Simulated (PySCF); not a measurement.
IIn, neutral, multiplicity 1. Atoms are numbered in the order given.

```xyz
2

In     0.0000     0.0000    -1.4379
I      0.0000     0.0000     1.3294
```

Coordinates come from a r2SCAN-D4/def2-TZVP optimisation. The def2 effective core potentials stand for the cores of I, In; spin–orbit coupling is left out.

These are CAM-B3LYP/def2-TZVPD (PySCF) values and carry that method's errors.

The molecule is in vacuum.

| Property | Result |
|---|---|
| total energy | -487.90928 hartree |
| point group | C∞v |
| highest occupied level | -7.94 eV |
| lowest empty level | -1.20 eV |
| orbital gap | 6.75 eV |
| dipole moment | 3.70 D |
| quadrupole, principal values (traceless, Buckingham form, about the centre of nuclear charge) | -1.87, 0.94, 0.94 D·Å |
| mean static polarisability | 83.2 bohr³ (12.33 Å³) |
| polarisability, principal values | 66.0, 66.0, 117.6 bohr³ |
